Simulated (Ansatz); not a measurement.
Born–Oppenheimer molecular dynamics of AlBCl2FH3O (9 atoms, charge 0, multiplicity 1). It starts at the highest image of a converged band. Of that band: Neighbouring images differ by up to 1.5 eV, so the band resolves the path poorly. A vibrational analysis at the climbing image gives one clearly imaginary mode, 811i cm⁻¹: a first-order saddle point.

The calculation used Ansatz, RKS revPBE/def2-SVP.

- ensemble: NVE (velocity Verlet)
- time step: 0.5 fs
- steps asked: 200
- starting velocities drawn for: 100 K
- seed: 5381

Frames 1 fs apart, positions in Å.

Velocities at 65.0 fs (Å/ps):

```
B 2.64 1.24 -5.50
F -8.29 8.18 10.74
Cl 1.49 -0.49 -0.38
Cl 1.79 -2.09 0.28
O 2.71 -3.56 -8.81
Al -0.75 -1.99 -0.33
H -12.23 -2.74 -6.07
H 1.90 12.38 11.57
H -0.10 23.74 3.30
```

```xyz
9
Properties=species:S:1:pos:R:3 time_fs=65.0 energy_less_start_eV=-0.340 T=476
B 0.405 -0.717 -0.303
F -0.930 0.599 1.607
Cl 1.518 0.614 -0.506
Cl -1.179 -0.729 -1.402
O 0.495 -1.815 0.427
Al -0.734 -2.979 -0.297
H -0.165 -3.912 -1.530
H -1.957 -3.360 0.648
H -0.604 0.009 2.252
9
Properties=species:S:1:pos:R:3 time_fs=66.0 energy_less_start_eV=-0.338 T=474
B 0.407 -0.716 -0.309
F -0.938 0.607 1.618
Cl 1.520 0.613 -0.507
Cl -1.177 -0.731 -1.401
O 0.498 -1.819 0.418
Al -0.734 -2.982 -0.297
H -0.178 -3.913 -1.534
H -1.955 -3.348 0.659
H -0.603 0.031 2.256
9
Properties=species:S:1:pos:R:3 time_fs=67.0 energy_less_start_eV=-0.342 T=478
B 0.409 -0.715 -0.314
F -0.947 0.616 1.629
Cl 1.522 0.613 -0.507
Cl -1.175 -0.733 -1.401
O 0.500 -1.823 0.410
Al -0.735 -2.984 -0.298
H -0.193 -3.911 -1.533
H -1.953 -3.335 0.671
H -0.600 0.050 2.265
9
Properties=species:S:1:pos:R:3 time_fs=68.0 energy_less_start_eV=-0.353 T=490
B 0.410 -0.714 -0.320
F -0.955 0.624 1.639
Cl 1.523 0.613 -0.507
Cl -1.173 -0.735 -1.401
O 0.504 -1.826 0.401
Al -0.736 -2.986 -0.298
H -0.209 -3.906 -1.527
H -1.950 -3.322 0.683
H -0.593 0.062 2.280
9
Properties=species:S:1:pos:R:3 time_fs=69.0 energy_less_start_eV=-0.359 T=497
B 0.411 -0.714 -0.325
F -0.964 0.633 1.649
Cl 1.525 0.612 -0.508
Cl -1.171 -0.737 -1.401
O 0.507 -1.829 0.392
Al -0.737 -2.988 -0.299
H -0.226 -3.900 -1.519
H -1.947 -3.309 0.695
H -0.584 0.071 2.297
9
Properties=species:S:1:pos:R:3 time_fs=70.0 energy_less_start_eV=-0.355 T=493
B 0.412 -0.714 -0.330
F -0.973 0.642 1.659
Cl 1.526 0.612 -0.508
Cl -1.169 -0.739 -1.400
O 0.510 -1.832 0.382
Al -0.737 -2.990 -0.300
H -0.244 -3.893 -1.509
H -1.943 -3.296 0.706
H -0.576 0.082 2.314
9
Properties=species:S:1:pos:R:3 time_fs=71.0 energy_less_start_eV=-0.348 T=485
B 0.412 -0.714 -0.335
F -0.982 0.650 1.669
Cl 1.528 0.612 -0.509
Cl -1.167 -0.741 -1.400
O 0.514 -1.835 0.373
Al -0.738 -2.993 -0.301
H -0.261 -3.887 -1.498
H -1.939 -3.284 0.716
H -0.570 0.095 2.326
9
Properties=species:S:1:pos:R:3 time_fs=72.0 energy_less_start_eV=-0.346 T=482
B 0.412 -0.715 -0.340
F -0.990 0.659 1.680
Cl 1.530 0.611 -0.509
Cl -1.165 -0.743 -1.400
O 0.518 -1.838 0.364
Al -0.739 -2.995 -0.302
H -0.276 -3.883 -1.490
H -1.933 -3.271 0.726
H -0.567 0.113 2.332
9
Properties=species:S:1:pos:R:3 time_fs=73.0 energy_less_start_eV=-0.344 T=481
B 0.411 -0.717 -0.344
F -0.998 0.667 1.691
Cl 1.532 0.611 -0.510
Cl -1.163 -0.745 -1.400
O 0.522 -1.841 0.354
Al -0.741 -2.997 -0.302
H -0.290 -3.882 -1.485
H -1.928 -3.259 0.735
H -0.567 0.135 2.333
9
Properties=species:S:1:pos:R:3 time_fs=74.0 energy_less_start_eV=-0.340 T=476
B 0.410 -0.719 -0.349
F -1.007 0.675 1.702
Cl 1.534 0.611 -0.510
Cl -1.160 -0.747 -1.400
O 0.526 -1.843 0.345
Al -0.742 -2.998 -0.302
H -0.302 -3.886 -1.484
H -1.921 -3.248 0.744
H -0.568 0.157 2.333
9
Properties=species:S:1:pos:R:3 time_fs=75.0 energy_less_start_eV=-0.338 T=473
B 0.409 -0.721 -0.353
F -1.015 0.683 1.713
Cl 1.535 0.611 -0.511
Cl -1.158 -0.749 -1.400
O 0.531 -1.845 0.336
Al -0.744 -3.000 -0.302
H -0.312 -3.894 -1.488
H -1.915 -3.238 0.752
H -0.566 0.177 2.336
9
Properties=species:S:1:pos:R:3 time_fs=76.0 energy_less_start_eV=-0.345 T=481
B 0.408 -0.724 -0.357
F -1.024 0.691 1.724
Cl 1.537 0.611 -0.511
Cl -1.156 -0.751 -1.400
O 0.535 -1.847 0.327
Al -0.745 -3.001 -0.302
H -0.320 -3.907 -1.496
H -1.909 -3.228 0.760
H -0.560 0.191 2.344
```

Of the whole run (100 fs, mean temperature of the second half 458 K): The conserved energy stayed within 0.032 meV per atom of its start (net change 0.025 meV per atom), so the integration is sound. The kinetic energy rose, since the run started high on the potential surface and went downhill. It ends in pieces (AlBCl2H2O + FH), so much of that is their flight and rotation, not heat. A run of 0.1 ps of so small a system gives no equilibrium averages. The orbitals stay closed-shell, which can raise the energy where a bond breaks towards radicals; this wasn't checked here.

Time of the run: 4.3 min on 4 threads of Arm Neoverse V1, on a shared host, peak memory 0.16 GiB.
